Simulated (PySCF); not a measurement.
How methods differ on the excitation energy of As

As [Ar] 3d10 4s2 4p3 (4S) → As [Ar] 3d10 4s1 4p4 (4P), as a difference of total energies. Calculation: PySCF 2.14, in x2c-TZVPPall (6s5p4d1f, 48 functions); the spin-free X2C one-electron Hamiltonian (Gaussian nucleus). Correlated levels: valence and next inner shell: [Ne] frozen. The calculations carry no spin-orbit coupling.

| method | excitation energy (eV) |
| --- | --- |
| UHF | 8.675 |
| MP2 (valence and next inner shell) | 8.874 |
| SCS-MP2 (valence and next inner shell) | 8.855 |
| CCSD (valence and next inner shell) | 8.489 |
| CCSD(T) (valence and next inner shell) | 8.352 |

Question: How much does correlation contribute at CCSD(T) (valence and next inner shell)?

Answer: 8.352 − (8.675) = -0.323 eV, measured against UHF.

A first-order spin-orbit estimate (lowest level to lowest level, LS coupling) adds -0.090 eV.

The coupled-cluster amplitudes are large for the upper state (T1 above 0.03 or a double amplitude above 0.15), so a single reference is strained.
